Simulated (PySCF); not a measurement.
H10Si4: calculation and literature

Structure with atom numbers: `[SiH3:1][SiH2:2][SiH2:3][SiH3:4]`. Hydrogens are named by the atom that carries them.

What is known from experiment: δ 29Si Si1/Si4 -97.8; Si2/Si3 -111.1 ppm (measured; C. Corminboeuf, T. Heine, J. Weber, Chem. Phys. Lett. 357 (2002) 1).

- shieldings: GIAO B97-2/pcSseg-2
- geometry from PBE0-D3(BJ)/def2-TZVP
- code: PySCF
- averaged over atoms made equivalent by symmetry, fast rotation or ring inversion, no relativistic terms, no solvent model, single conformer

(1) What does the calculation give, and how does it compare?

(2) How far are the unscaled 29Si shifts from the references?

Answers

(1) 
Reference values: measured (C. Corminboeuf, T. Heine, J. Weber, Chem. Phys. Lett. 357 (2002) 1).
| atoms | quantity | reference | computed | computed, scaled |
| --- | --- | --- | --- | --- |
| Si1/Si4 | δ 29Si vs TMS | -97.8 | -105.3 | -101.2 |
| Si2/Si3 | δ 29Si vs TMS | -111.1 | -114.9 | -109.4 |

Computed shifts are σ(ref) − σ with the named reference compound (TMS for H and C) calculated as an isolated molecule at the same level. The measured values may be among those fitted. Shieldings were converted by a linear fit to measured shifts: 29Si (scatter 5.7 ppm rms, 29.0 ppm with the 5 outliers that the fit left out vs TMS, solution or neat liquid). A few per cent of atoms miss by over 2 rms, more outside the fitted compound classes.

(2) Mean signed difference -5.65 ppm, mean absolute 5.65 ppm over 2 comparisons; the largest is -7.5 ppm at Si1/Si4 (silicon bonded to Si, 3 H).
